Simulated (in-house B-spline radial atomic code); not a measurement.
The numbers below are computed, except where a source is named.
## Correlation energy from the adiabatic connection: ω²r²/2, ω = 0.15

Two electrons in a singlet, external potential ω²r²/2, ω = 0.15 (atomic units). Full CI in B-splines (partial waves to l = 8, correlation up to 0.6 % small) with the density held fixed gives W(λ) = <V_ee>_λ − U, and E_c is the integral of W(λ) − W(0) from 0 to 1.

```json
{"λ": "0", "W(λ) − W(0) (hartree)": "0.00000"}
{"λ": "0.02", "W(λ) − W(0) (hartree)": "-0.00203"}
{"λ": "0.05", "W(λ) − W(0) (hartree)": "-0.00494"}
{"λ": "0.12", "W(λ) − W(0) (hartree)": "-0.01116"}
{"λ": "0.25", "W(λ) − W(0) (hartree)": "-0.02090"}
{"λ": "0.4", "W(λ) − W(0) (hartree)": "-0.02983"}
{"λ": "0.6", "W(λ) − W(0) (hartree)": "-0.03901"}
{"λ": "0.8", "W(λ) − W(0) (hartree)": "-0.04602"}
{"λ": "1", "W(λ) − W(0) (hartree)": "-0.05152"}
```

(1) Integrate the table by the trapezoid rule.

(2) Now use only three numbers: W(0) = -0.26533, the initial slope W'(0) = -0.1034 (extrapolated from the first points) and the strong-coupling limit of the point-charge-plus-continuum model, W∞ = -0.35989. What do second-order theory and the interpolation W(λ) = W∞ + (W(0) − W∞)/√(1 + 2χλ) of Seidl, Perdew and Levy give?

Answers

(1) The strips give -0.00002, -0.00010, -0.00056, -0.00208, -0.00380, -0.00688, -0.00850, -0.00975, which sum to -0.03172 hartree. The direct value, W(1) − W(0) + T_c with T_c = 0.01966, is -0.03187; the curve is convex, so chords lie above it and the trapezoids fall short in size by 0.47 %.

(2) Second order keeps the slope alone: E_c = W'(0)/2 = -0.05170, +62 % in size against -0.03187. Matching the slope fixes χ = W'(0)/(W∞ − W(0)) = -0.1034/(-0.09456) = 1.09349. Integrating, with s = √(1 + 2χ) = 1.785209, E_c = −(W(0) − W∞)(s − 1)/(s + 1) = −0.09456 × 0.785209/2.785209 = -0.02666 hartree, -16.3 % in size against the full result. At λ = 1 the formula gives W − W(0) = -0.04159 against -0.05152. Part of the miss can come from the model's W∞.
